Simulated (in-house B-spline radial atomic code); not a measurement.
Whole-atom quantities along the 23-electron series, configuration [Ar] 3d5. Computed with an all-electron radial atomic-structure program (B-spline basis): non-relativistic Hartree-Fock, average of the configuration, point nuclei.

This level leaves out relativity, spin-orbit splitting included, which matters for heavy ions.

```csv
ion,Z,E/Z² (Eh),Σ<r²> (bohr²),n(0)/Z³ (bohr⁻³),Lamb diamagnetic shielding (ppm),repulsion over attraction
Cr+,24,-1.8107,21.575,0.67357,1830.71,0.15731
Mn2+,25,?,?,?,?,?
Fe3+,26,-1.8644,13.085,0.67731,2027.52,0.15124
Co4+,27,-1.8893,10.969,0.67906,2125.17,0.14786
Ni5+,28,?,?,?,?,?
Cu6+,29,-1.9355,8.186,0.68231,2319.85,0.14106
Zn7+,30,-1.9568,7.2122,0.68382,2416.99,0.13774
Ga8+,31,-1.9772,6.415,0.68526,2514.06,0.1345
Ge9+,32,-1.9965,5.751,0.68664,2611.06,0.13135
As10+,33,?,?,?,?,?
Se11+,34,-2.0325,4.7115,0.68919,2804.91,0.12537
Br12+,35,-2.0492,4.2987,0.69039,2901.79,0.12254
Kr13+,36,-2.0652,3.9397,0.69153,2998.63,0.1198
Rb14+,37,-2.0805,3.6253,0.69262,3095.45,0.11717
Sr15+,38,-2.0951,3.3482,0.69366,3192.26,0.11464
Zr17+,40,-2.1224,2.8835,0.69562,3385.81,0.10985
Nb18+,41,-2.1352,2.6875,0.69654,3482.57,0.10758
Mo19+,42,-2.1475,2.5111,0.69742,3579.32,0.1054
Tc20+,43,-2.1593,2.3519,0.69827,3676.05,0.1033
Ru21+,44,-2.1707,2.2077,0.69909,3772.78,0.10128
```

Task: Fill in the row of Mn2+.

Result: E/Z² (Eh): -1.8382; Σ<r²> (bohr²): 16.186; n(0)/Z³ (bohr⁻³): 0.67548; Lamb diamagnetic shielding (ppm): 1929.49; repulsion over attraction: 0.15448.

Task: Fill in the row of Ni5+.

Result: E/Z² (Eh): -1.913; Σ<r²> (bohr²): 9.4023; n(0)/Z³ (bohr⁻³): 0.68073; Lamb diamagnetic shielding (ppm): 2222.59; repulsion over attraction: 0.14445.

Task: Fill in the row of As10+.

Result: E/Z² (Eh): -2.0149; Σ<r²> (bohr²): 5.1903; n(0)/Z³ (bohr⁻³): 0.68794; Lamb diamagnetic shielding (ppm): 2708.01; repulsion over attraction: 0.12831.

Task: With what power of Z does the column «Σ<r²> (bohr²)» change over this range?

Result: A fit of the logarithm of its size against log Z from Z = 24 to 44 has slope -3.53. Unscreened non-relativistic hydrogenic orbitals would give -2.
